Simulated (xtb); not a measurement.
Te(GeH3)(OSiH3) (GeH6OSiTe), SMILES [SiH3]O[Te][GeH3]. All values are semi-empirical tight-binding results from xtb (GFN2-xTB unless named), good for trends rather than for accurate numbers. Coordinates come from a GFN2-xTB optimisation. The structure was generated by enumeration, and PubChem lists no compound with its InChIKey, so it may never have been made. One conformer was computed; it need not be the lowest.

For metal compounds this method's bond lengths and energies can be far off.

Computed properties:
```
Quantity                                       Value
-------------------------------------  -------------
orbital gap                                  3.04 eV
zero-point energy                      31.0 kcal/mol
G − E(el) at 298.15 K (modified RRHO)   8.6 kcal/mol
```
